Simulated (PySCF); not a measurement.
The vertical singlet excitations below were computed for one of the candidates. Level of theory: TDDFT CAM-B3LYP/def2-SVPD, vertical, gas phase, core orbitals frozen in the response (PySCF 2.14.0, density-fitted response routines). Geometries: PBE0-D3(BJ)/def2-SVP, one conformer each.

```
state  E (eV)  λ (nm)       f
   S1    4.17   297.2   0.012
   S2    5.48   226.2  0.0048
   S3    5.98   207.3  0.0051
   S4    6.20   199.9  0.0089
   S5    6.36   195.0   0.521
   S6    6.37   194.7  0.0017
   S7    6.55   189.2  0.0050
   S8    6.88   180.1   0.054
   S9    6.91   179.5   0.017
  S10    7.06   175.7  0.0051
```

Triplets computed (Tamm–Dancoff): 3.16, 4.36, 5.39, 5.90 eV.

Question: Which candidate is it? All have the formula C5H8Si.
A. `C([SiH3])C=C1C=C1`
B. `C#C[C@]1(C)C[SiH2]1`
C. `CC#C[SiH]1CC1`
D. `C#CCC(=C)[SiH3]`

Answer: A. Its S1, at 4.17 eV, is the lowest among the candidates; the nearest of the others has S1 at 5.44 eV. S1 is HOMO→LUMO (99%). Löwdin shares by element: HOMO carbon 77% or more (atoms not listed hold the other 23%); LUMO carbon 84% or more, hydrogen 8% or more. At the same level the other candidates give, for their lowest levels:
- `C#CCC(=C)[SiH3]`: 6.36 eV (f 0.003); 6.55 eV (f 0.026); 6.74 eV (f 0.001); 6.88 eV (f 0.009); 7.02 eV (f 0.321); T1 4.19 eV; HOMO -9.04, LUMO 0.62 eV
- `C#C[C@]1(C)C[SiH2]1`: 5.65 eV (f 0.102); 5.94 eV (f 0.069); 6.23 eV (f 0.069); 6.29 eV (f 0.004); 6.46 eV (f 0.012); HOMO -7.74, LUMO 0.80 eV
- `CC#C[SiH]1CC1`: 5.44 eV (f 0.001); 5.70 eV (f 0.160); 5.94 eV (f 0.000); 6.44 eV (f 0.001); 6.63 eV (f 0.274); T1 4.44 eV; HOMO -7.74, LUMO 0.91 eV

Conformer computed: `[SiH3:1][CH2:2][CH:3]=[C:4]1[CH:5]=[CH:6]1`: Si1–C2–C3–C4 103°.
